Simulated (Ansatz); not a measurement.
Mulliken charges of C2H5BOS (`B1COCS1`) from PBE/def2-TZVPP in Ansatz (PBE0-D4/def2-TZVP geometry).

```csv
atom,x (Å),y (Å),z (Å),charge (e)
B1,-1.342,0.037,-0.070,-0.028
C2,-0.218,-1.031,0.195,-0.050
O3,1.006,-0.528,-0.332,-0.238
C4,1.089,0.844,-0.196,0.008
S5,-0.589,1.572,-0.480,-0.122
H6,-2.519,-0.118,0.003,0.037
H7,-0.132,-1.216,1.281,0.080
H8,-0.399,-2.000,-0.275,0.098
H9,1.396,1.153,0.812,0.097
H10,1.791,1.235,-0.933,0.118
```

Question: By hand: the dipole of these point charges (1 e Å = 4.8032 D).

Answer: Σ q r = (0.094, -0.049, 0.173) e Å, of length 0.203 e Å = 0.98 D.

Question: How does the dipole of the full density compare? (Best estimate.)

Answer: The calculation gave: (0.088, -0.033, 0.147) e Å, 0.84 D; the point charges give 1.17 times that, at 4° from its direction.

Point charges leave out the atoms' own dipoles, such as those of lone pairs, and Mulliken's split depends on the basis, so the two needn't agree.
